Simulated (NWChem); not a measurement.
Species: CH$_{5}$FGe; SMILES [F][GeH2][CH3]

Program: NWChem. Structure relaxed at the PBE0/def2-SVP level. Ions are spin-unrestricted doublets at the neutral geometry; other ion states weren't tried.

For level PBE/def2-SVP:

```yaml
"−ε(HOMO) (eV)": 7.48
```

Question: How do the values read with level B3LYP/def2-SVP instead?

Answer: 
| Item | Result |
|---|---|
| −ε(HOMO) (eV) | 8.73 |
